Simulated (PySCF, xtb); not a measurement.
C₃H₇NSi, SMILES NC=C=C[SiH3]. One conformer was computed; it need not be the lowest.

Harmonic wavenumbers (cm⁻¹) from GFN2-xTB run with xtb at its own minimum, in rising order: 61, 94, 169, 231, 315, 372, 512, 532, 568, 686, 719, 769, 783, 797, 804, 859, 1004, 1111, 1184, 1229, 1415, 1523, 2056, 2224, 2235, 2283, 2969, 3027, 3405, 3454.

Task: What does r2SCAN-D4/def2-SVP (PySCF) give at its own minimum? (The exact figures need the calculation; the answer reports its results.)

Result: 84, 93, 181, 254, 336, 396, 563, 608, 636, 684, 756, 766, 881, 918, 937, 951, 990, 1151, 1205, 1269, 1462, 1625, 2040, 2201, 2204, 2238, 3061, 3141, 3537, 3646. Paired by order, the mean absolute difference is 56 cm⁻¹ and the zero-point energies are 53.5 and 55.5 kcal/mol.
